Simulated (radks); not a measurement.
Results of a calculation; reference values are marked as such.
Problem. Ru IV, 41 electrons, occupied as [Kr] 4d5. Level of theory: Dirac Kohn-Sham, LDA (Slater exchange, Perdew-Wang correlation), spin-unpolarised, spherical densities, finite nucleus; open shells fill j = l - 1/2 first; Fermi nuclear charge, rms radius 4.4809 fm (a radial shooting solver on a logarithmic mesh with Libxc functionals).

Spin-orbit splittings of the eigenvalues, e(l+1/2) - e(l-1/2), with zeta = 2 splitting/(2l+1) and mean radii in bohr:

| shell | occ. | splitting (eV) | zeta (eV) | <r> j=l-1/2 | <r> j=l+1/2 |
|---|---|---|---|---|---|
| 2p | 6 | 130.7 | 87.14 | 0.1237 | 0.1285 |
| 3p | 6 | 22.20 | 14.80 | 0.3961 | 0.4068 |
| 3d | 10 | 4.331 | 1.732 | 0.3823 | 0.3857 |
| 4p | 6 | 3.544 | 2.363 | 1.089 | 1.118 |
| 4d | 5 | ? | ? | 1.435 | 1.447 |
| 5p | 0 | 0.5240 | 0.3493 | 2.861 | 2.919 |

Estimate the 4d splitting.

Solution. 0.4180 eV (zeta = 0.1672 eV).
